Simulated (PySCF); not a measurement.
# Relaxation of singlet PI₃

Method: PBE0 in PySCF with P def2-TZVP, I def2-TZVP with ECP28; scalar-relativistic core potentials, no spin–orbit coupling; density-fitted integrals. A (50,194) grid was used.

A hand-made trigonal pyramidal start, of C3v symmetry, held to at least that symmetry:

```xyz
4
charge 0 multiplicity 1, angstrom
P     0.0000    0.0000   -1.0593
I     2.1544    0.0000    0.0862
I    -1.0772    1.8658    0.0862
I    -1.0772   -1.8658    0.0862
```

Problem. What does it relax to?

Solution. It ends at C3v with P–I 2.448 Å (×3); I–P–I 102.6° (×3). A frequency run shows a minimum. Other isomers or separated fragments may lie lower.

Problem. How much energy is released, and in how many steps?

Solution. 2.9 kJ/mol in 4 steps.
